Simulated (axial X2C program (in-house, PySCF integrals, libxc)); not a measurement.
# RuP⁻: properties at the nuclei

Computed with an in-house all-electron X2C program for linear molecules (integrals from PySCF): two-component X2C with atomic mean-field Coulomb and Gaunt terms, Gaussian nuclei, basis Ru dyall-acv3z, P dyall-av3z with contracted cores.

R = 2.091 Å (near the PBE0 minimum at charge -1 of the determinant lowest at the starting distance; the state shown can have its own minimum elsewhere).

Determinant lowest in the PBE0 search, Ω = 4 (⟨Sz⟩ = 1.99, ⟨Lz⟩ = 2.01 at PBE0), spin on the atoms Ru 1.50, P 0.49:

```csv
level,Eeff magnitude (GV/cm),Ws magnitude Ru (kHz),A∥/gI Ru (MHz),qzz Ru (a.u.),A∥/gI P (MHz),qzz P (a.u.)
PBE0,0.509,0.158,587,1.66,-19.9,-0.29
HF,5.65,0.849,369,2.14,-43.8,0.46
TPSSh,0.503,0.158,605,1.50,-14,-0.24
BHandHLYP,1.3,0.268,537,1.93,-25.4,-0.29
PBE50,0.992,0.234,548,1.98,-28.4,-0.30
```

Eeff is the effective electric field on the electron electric dipole moment in this Ω state and Ws the scalar–pseudoscalar constant of the nucleus named (defined with the proton number Z and per Ω); A∥ (defined per Ω) follows by multiplying with gI = μI/(I μN); qzz is the electric field gradient, eQq0 = 234.96 MHz × Q/barn × qzz. The operators were transformed with the bare-nucleus X2C matrices; with these basis sets, hyperfine constants and field gradients can be off by tens of per cent, and where levels differ in sign neither size nor sign is settled.

**Question.** With gI(101Ru) = -0.2880, Q(101Ru) = 0.457 barn (g factors from the IAEA table of nuclear moments by Stone; Q from Pyykkö, Mol. Phys. 2018), turn the PBE0 values of the first state into constants in MHz.

**Answer.** A∥(101Ru) = 587 × -0.2880 = -169 MHz; eQq0(101Ru) = 234.96 × (0.457) × (1.66) = 178 MHz.

Each state is one determinant with collinear spin, which with several unpaired electrons need not be a pure state. Unrestricted Hartree–Fock can overshoot spin polarisation at the nuclei. For an anion, determinants above electron detachment, or with a positive highest level, are held by the basis set. With several open shells hyperfine constants can be off by a factor of several. Where Eeff spreads by more than a factor of two the levels disagree and none is to be relied on. Open-shell Ω = 0 determinants with evenly filled partner blocks cannot be reached by this program, so the Ω shown need not be the lowest component. States lie within half an eV, so the first need not be the ground state. Further determinants of the search, some of them spin-mixed, are not shown. Where a field gradient or hyperfine factor spreads by more than a factor of two over the levels, a constant derived from it is not to be relied on.
